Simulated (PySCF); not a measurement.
A geometry optimisation, step by step.

Compound: C4H6F3O2P.
Numbering: `[O:1]=[P@@:2]([OH:3])([CH:4]1[CH2:5][CH2:6]1)[C:7]([F:8])([F:9])[F:10]` (hydrogens: H11 on O3; H12 on C4; H13, H14 on C5; H15, H16 on C6)

Method: PBE0-D3(BJ)/def2-SVP geometry optimisation, gas phase in PySCF; density fitting, grid level 1; the optimiser is geomeTRIC in internal coordinates, started from a GFN2-xTB structure with every atom displaced at random (about 0.01 Å). 11 of its 13 geometries are shown. The frame can shift and turn from step to step; on so coarse a grid that alone can change the energy by a few meV, and forces under 0.02 eV/Å are noise.

Step 0: E = -25744.1074 eV, largest atomic force 2.624 eV/Å
```
atom  x, y, z in Å  |  force x, y, z in eV/Å
O1     -1.500   -1.988   -0.174   -0.410  -0.994  -0.323
P2     -0.903   -0.662    0.006    1.252   0.695  -1.189
O3     -1.101   -0.069    1.473    0.329   0.654   0.777
C4      0.879   -0.426   -0.406   -2.494  -0.346   0.741
C5      1.570    0.739    0.174   -0.460   0.786   0.989
C6      1.849   -0.621    0.693    0.546  -0.195   0.392
C7     -1.756    0.675   -1.017   -0.773   0.483  -0.090
F8     -1.569    0.482   -2.331   -0.010  -0.052   0.459
F9     -1.344    1.924   -0.734    0.137  -0.510   0.000
F10    -3.082    0.646   -0.765    0.605  -0.142  -0.217
H11    -1.703   -0.619    1.985   -0.101  -0.115   0.039
H12     1.097   -0.762   -1.395    0.284  -0.320  -0.918
H13     0.983    1.428    0.806    0.180  -0.266  -0.153
H14     2.294    1.236   -0.425    0.803   0.437  -0.649
H15     2.783   -1.111    0.437    0.289  -0.050  -0.088
H16     1.484   -0.875    1.683   -0.178  -0.066   0.229
```

Step 1: E = -25744.2360 eV, largest atomic force 0.462 eV/Å
```
atom  x, y, z in Å  |  force x, y, z in eV/Å
O1     -1.549   -2.013   -0.222   -0.012   0.032  -0.028
P2     -0.949   -0.674   -0.010   -0.021  -0.026   0.295
O3     -1.137   -0.058    1.487    0.096  -0.009  -0.139
C4      0.792   -0.429   -0.344   -0.194  -0.130  -0.105
C5      1.522    0.752    0.238    0.163   0.088  -0.088
C6      1.808   -0.615    0.751    0.039  -0.037   0.044
C7     -1.704    0.670   -1.079    0.444  -0.052  -0.115
F8     -1.314    0.403   -2.332   -0.143   0.069  -0.210
F9     -1.176    1.850   -0.742   -0.209   0.203  -0.002
F10    -3.022    0.773   -1.060   -0.013  -0.095   0.139
H11    -1.754   -0.602    1.994   -0.035  -0.023  -0.016
H12     1.046   -0.768   -1.359    0.041   0.075   0.153
H13     0.956    1.436    0.871   -0.049  -0.007   0.062
H14     2.266    1.243   -0.398   -0.073  -0.066  -0.001
H15     2.746   -1.096    0.468    0.010  -0.020  -0.008
H16     1.448   -0.875    1.749   -0.045   0.000   0.019
```

Step 2: E = -25744.2700 eV, largest atomic force 0.325 eV/Å
```
atom  x, y, z in Å  |  force x, y, z in eV/Å
O1     -1.525   -1.997   -0.235   -0.037   0.036  -0.031
P2     -0.928   -0.657   -0.026    0.034   0.070   0.055
O3     -1.110   -0.041    1.469    0.017   0.005  -0.070
C4      0.812   -0.425   -0.345   -0.145  -0.060  -0.029
C5      1.557    0.742    0.246    0.008   0.072   0.027
C6      1.802   -0.629    0.771    0.087  -0.026  -0.008
C7     -1.723    0.677   -1.093    0.143   0.098  -0.193
F8     -1.396    0.440   -2.372    0.059   0.081   0.131
F9     -1.276    1.896   -0.768    0.085  -0.102  -0.040
F10    -3.043    0.705   -1.012   -0.234  -0.166   0.152
H11    -1.730   -0.587    1.972   -0.033   0.009  -0.005
H12     1.082   -0.766   -1.350    0.055   0.009   0.018
H13     0.993    1.438    0.872   -0.011  -0.014   0.011
H14     2.316    1.214   -0.384   -0.006  -0.028  -0.009
H15     2.734   -1.134    0.507   -0.003  -0.008   0.005
H16     1.413   -0.879    1.762   -0.019   0.024  -0.014
```

Step 4: E = -25744.2818 eV, largest atomic force 0.070 eV/Å
```
atom  x, y, z in Å  |  force x, y, z in eV/Å
O1     -1.521   -1.985   -0.257    0.007  -0.006  -0.002
P2     -0.913   -0.650   -0.040   -0.009  -0.013  -0.019
O3     -1.106   -0.027    1.447    0.034  -0.021   0.035
C4      0.827   -0.428   -0.347   -0.006  -0.001   0.015
C5      1.573    0.740    0.248   -0.004   0.006   0.001
C6      1.813   -0.632    0.776   -0.003   0.007  -0.005
C7     -1.735    0.671   -1.089    0.034   0.003  -0.061
F8     -1.436    0.478   -2.378   -0.014  -0.015   0.018
F9     -1.323    1.898   -0.759   -0.004   0.003   0.035
F10    -3.057    0.627   -0.954   -0.023   0.004   0.000
H11    -1.756   -0.548    1.937   -0.015   0.022  -0.008
H12     1.114   -0.769   -1.346    0.005   0.000  -0.009
H13     1.007    1.435    0.873    0.003   0.000   0.002
H14     2.335    1.204   -0.382    0.000   0.008  -0.005
H15     2.744   -1.144    0.520   -0.003  -0.001   0.002
H16     1.413   -0.874    1.763   -0.003   0.003   0.001
```

Step 5: E = -25744.2826 eV, largest atomic force 0.046 eV/Å
```
atom  x, y, z in Å  |  force x, y, z in eV/Å
O1     -1.516   -1.991   -0.261    0.013   0.000   0.001
P2     -0.909   -0.656   -0.043   -0.012  -0.022  -0.003
O3     -1.099   -0.034    1.447    0.034  -0.025   0.018
C4      0.830   -0.428   -0.349    0.016   0.007   0.003
C5      1.571    0.744    0.245    0.007  -0.007  -0.013
C6      1.815   -0.626    0.776   -0.007   0.010  -0.003
C7     -1.737    0.665   -1.087   -0.034  -0.011  -0.007
F8     -1.442    0.482   -2.376    0.010  -0.013  -0.016
F9     -1.331    1.891   -0.747    0.003   0.023   0.015
F10    -3.059    0.613   -0.947   -0.001   0.009  -0.003
H11    -1.763   -0.542    1.932   -0.017   0.016  -0.008
H12     1.121   -0.769   -1.347   -0.007   0.003   0.009
H13     1.003    1.438    0.869   -0.003   0.006   0.002
H14     2.332    1.210   -0.385   -0.006   0.004   0.003
H15     2.748   -1.136    0.523    0.004   0.001   0.000
H16     1.414   -0.866    1.763    0.000  -0.001   0.001
```

Step 6: E = -25744.2835 eV, largest atomic force 0.152 eV/Å
```
atom  x, y, z in Å  |  force x, y, z in eV/Å
O1     -1.496   -2.013   -0.268    0.015   0.009  -0.002
P2     -0.900   -0.674   -0.045   -0.003  -0.010   0.037
O3     -1.082   -0.058    1.449    0.026  -0.030  -0.021
C4      0.836   -0.426   -0.350    0.037   0.025  -0.017
C5      1.564    0.760    0.237    0.007  -0.018  -0.026
C6      1.826   -0.604    0.774   -0.018   0.003   0.009
C7     -1.743    0.646   -1.079   -0.123  -0.017   0.087
F8     -1.452    0.483   -2.369    0.038  -0.018  -0.072
F9     -1.353    1.871   -0.722    0.011   0.038  -0.013
F10    -3.067    0.576   -0.936    0.056   0.004  -0.005
H11    -1.781   -0.531    1.921   -0.019   0.004  -0.005
H12     1.134   -0.766   -1.348   -0.019   0.002   0.021
H13     0.989    1.449    0.858   -0.009   0.010   0.000
H14     2.317    1.232   -0.398   -0.012  -0.001   0.009
H15     2.763   -1.106    0.525    0.008   0.005  -0.004
H16     1.425   -0.842    1.763    0.005  -0.005   0.001
```

Step 7: E = -25744.2838 eV, largest atomic force 0.213 eV/Å
```
atom  x, y, z in Å  |  force x, y, z in eV/Å
O1     -1.463   -2.046   -0.274    0.012   0.011  -0.006
P2     -0.885   -0.701   -0.043    0.004   0.010   0.053
O3     -1.062   -0.095    1.457    0.006  -0.029  -0.050
C4      0.845   -0.419   -0.352    0.041   0.031  -0.025
C5      1.550    0.785    0.226    0.007  -0.021  -0.025
C6      1.840   -0.569    0.771   -0.017  -0.001   0.017
C7     -1.753    0.614   -1.067   -0.153  -0.019   0.146
F8     -1.462    0.469   -2.358    0.051  -0.016  -0.099
F9     -1.384    1.842   -0.696    0.011   0.034  -0.035
F10    -3.076    0.521   -0.924    0.077   0.001  -0.003
H11    -1.804   -0.521    1.907   -0.014  -0.006  -0.001
H12     1.148   -0.758   -1.348   -0.025  -0.004   0.024
H13     0.963    1.467    0.844   -0.011   0.009  -0.003
H14     2.290    1.269   -0.417   -0.009  -0.005   0.011
H15     2.786   -1.056    0.524    0.010   0.011  -0.007
H16     1.445   -0.808    1.761    0.011  -0.007   0.001
```

Step 8: E = -25744.2843 eV, largest atomic force 0.147 eV/Å
```
atom  x, y, z in Å  |  force x, y, z in eV/Å
O1     -1.440   -2.066   -0.275    0.006   0.005  -0.010
P2     -0.877   -0.716   -0.039    0.009   0.024   0.043
O3     -1.056   -0.118    1.464   -0.005  -0.017  -0.044
C4      0.849   -0.412   -0.351    0.028   0.021  -0.016
C5      1.540    0.803    0.220    0.000  -0.010  -0.015
C6      1.850   -0.545    0.769   -0.015  -0.003   0.018
C7     -1.759    0.592   -1.061   -0.093  -0.010   0.113
F8     -1.462    0.449   -2.352    0.030  -0.005  -0.065
F9     -1.402    1.824   -0.690    0.005   0.008  -0.036
F10    -3.080    0.488   -0.920    0.052  -0.004   0.000
H11    -1.817   -0.523    1.902   -0.005  -0.009   0.001
H12     1.152   -0.750   -1.347   -0.016  -0.008   0.013
H13     0.945    1.480    0.838   -0.008   0.005  -0.003
H14     2.271    1.295   -0.427   -0.004  -0.003   0.007
H15     2.803   -1.019    0.520    0.006   0.011  -0.007
H16     1.462   -0.786    1.761    0.010  -0.005   0.001
```

Step 10: E = -25744.2845 eV, largest atomic force 0.070 eV/Å
```
atom  x, y, z in Å  |  force x, y, z in eV/Å
O1     -1.382   -2.105   -0.280    0.002  -0.008  -0.008
P2     -0.856   -0.742   -0.032    0.003   0.004  -0.013
O3     -1.050   -0.159    1.471   -0.019   0.015   0.010
C4      0.860   -0.392   -0.347   -0.004  -0.004   0.005
C5      1.518    0.845    0.213   -0.005   0.008   0.007
C6      1.869   -0.490    0.770   -0.001   0.003   0.005
C7     -1.774    0.541   -1.052    0.058   0.011  -0.037
F8     -1.475    0.393   -2.346   -0.023   0.000   0.031
F9     -1.443    1.787   -0.699   -0.004  -0.018   0.001
F10    -3.090    0.409   -0.907   -0.027  -0.002   0.006
H11    -1.829   -0.549    1.891    0.010  -0.009   0.003
H12     1.165   -0.731   -1.341    0.007  -0.006  -0.006
H13     0.904    1.510    0.825    0.000  -0.002  -0.001
H14     2.233    1.352   -0.438    0.004   0.004  -0.001
H15     2.834   -0.934    0.518   -0.001   0.004  -0.002
H16     1.494   -0.738    1.766    0.001   0.001   0.000
```

Step 11: E = -25744.2846 eV, largest atomic force 0.047 eV/Å
```
atom  x, y, z in Å  |  force x, y, z in eV/Å
O1     -1.375   -2.108   -0.282    0.004  -0.004  -0.005
P2     -0.853   -0.744   -0.034    0.002  -0.005  -0.009
O3     -1.050   -0.161    1.470   -0.015   0.011   0.007
C4      0.862   -0.390   -0.347   -0.003  -0.001   0.002
C5      1.516    0.849    0.213   -0.001   0.004   0.002
C6      1.869   -0.485    0.772   -0.002   0.004   0.002
C7     -1.776    0.537   -1.053    0.035   0.005  -0.031
F8     -1.480    0.389   -2.347   -0.015  -0.003   0.020
F9     -1.448    1.783   -0.701    0.000  -0.006   0.004
F10    -3.091    0.400   -0.904   -0.016   0.001   0.006
H11    -1.828   -0.554    1.889    0.008  -0.009   0.003
H12     1.170   -0.730   -1.341    0.005  -0.003  -0.001
H13     0.900    1.513    0.824   -0.001   0.000   0.000
H14     2.232    1.357   -0.437    0.001   0.003   0.001
H15     2.836   -0.927    0.521    0.000   0.002  -0.001
H16     1.494   -0.734    1.768    0.001   0.001   0.001
```

Step 12: E = -25744.2847 eV, largest atomic force under 0.02 eV/Å
```
atom  x, y, z in Å  |  force x, y, z in eV/Å
O1     -1.368   -2.112   -0.285    0.005   0.002  -0.004
P2     -0.851   -0.746   -0.036    0.000  -0.011  -0.002
O3     -1.051   -0.163    1.467   -0.011   0.007  -0.001
C4      0.865   -0.388   -0.346   -0.001   0.003   0.000
C5      1.514    0.853    0.214    0.001   0.001  -0.001
C6      1.870   -0.479    0.774    0.000   0.005   0.001
C7     -1.777    0.532   -1.054    0.004  -0.003  -0.012
F8     -1.485    0.385   -2.349   -0.006  -0.004   0.003
F9     -1.451    1.778   -0.702    0.004   0.004   0.001
F10    -3.092    0.392   -0.902   -0.001   0.003   0.006
H11    -1.826   -0.561    1.888    0.005  -0.010   0.003
H12     1.175   -0.728   -1.339    0.003  -0.001   0.004
H13     0.895    1.516    0.823   -0.002   0.001   0.001
H14     2.230    1.363   -0.435   -0.002   0.002   0.002
H15     2.838   -0.919    0.525    0.001   0.002   0.000
H16     1.493   -0.728    1.769    0.000   0.001   0.001
```

Task: Summarise the path.

Result: The energy falls by 4.09 kcal/mol from step 0 to step 12; nine tenths of that is first reached at step 2. It never rises by more than 0.2 meV. The largest force goes from 2.624 to under 0.02 eV/Å. Among the bonds P2–C4 changes most, from 1.844 to 1.780 Å; the atoms move by 0.074 Å rms after alignment.

Task: Follow the three bonds and two angles with the largest change from start to end.

Result: 
```csv
step,E above end (kcal/mol),largest force (eV/Å),P2–C4 (Å),C4–C5 (Å),P2–O3 (Å),O3–P2–C4 (°),P2–C4–C5 (°)
0,4.09,2.624,1.844,1.473,1.594,106.2,117.8
1,1.12,0.462,1.790,1.506,1.630,103.4,120.4
2,0.34,0.325,1.784,1.506,1.627,103.0,120.9
3,0.10,0.159,1.781,1.507,1.625,103.1,120.8
4,0.07,0.070,1.781,1.508,1.625,103.0,120.8
5,0.05,0.046,1.780,1.509,1.625,102.8,120.8
6,0.03,0.152,1.780,1.510,1.627,102.4,120.9
7,0.02,0.213,1.780,1.510,1.627,101.9,120.9
8,0.01,0.147,1.780,1.510,1.627,101.9,121.0
9,0.00,0.038,1.780,1.508,1.625,102.0,121.0
10,0.01,0.070,1.780,1.508,1.624,102.0,121.1
11,0.00,0.047,1.780,1.508,1.624,102.0,121.1
12,0.00,under 0.02,1.780,1.509,1.625,102.0,121.0
```

The cost below is that of the whole optimisation. On an Arm Neoverse V1 with one thread, shared host with 64 logical CPUs at a one-minute load of 40, this took 3.5 min wall and 0.75 GiB of memory at its peak.
